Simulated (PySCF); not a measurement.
**A small calculation by hand: chemical shift, span and skew from a shielding tensor**

GeFCl2Br, SMILES [F][Ge]([Cl])([Cl])[Br]. Atoms are numbered in the order given.

```xyz
5

F     -0.6620    -1.9509     0.0000
Ge    -0.4069    -0.2292     0.0000
Cl    -1.3406     0.5589     1.7598
Cl    -1.3406     0.5589    -1.7598
Br     1.8446     0.1683     0.0000
```

Geometry optimised at PBE-D3(BJ)/def2-SVP.

GIAO shieldings from PBE/pcSseg-1 (PySCF), non-relativistic, no solvent. The symmetric part of the tensor of F1 has the principal values 118.4, 120.2, 319.3 ppm. The same nucleus in CFCl3 has σ = 133.6 ppm at this level (PySCF, at its B3LYP-D3(BJ)/def2-TZVP geometry). Without spin–orbit terms, shifts of atoms bonded to Cl or Br come out too high.

Work out the isotropic shielding, the ¹⁹F shift against CFCl3, the span and the skew.


σ(iso) = (σ11 + σ22 + σ33)/3 = 186.0 ppm. δ = σ(ref) − σ(iso) = 133.6 − (186.0) = -52.4 ppm.
Span Ω = σ33 − σ11 = 200.9 ppm. Skew κ = 3(σ(iso) − σ22)/Ω = 0.98, an axial tensor. Tumbling in solution averages the tensor to δ; in a static solid the shielding alone would spread this spin-1/2 line over Ω.
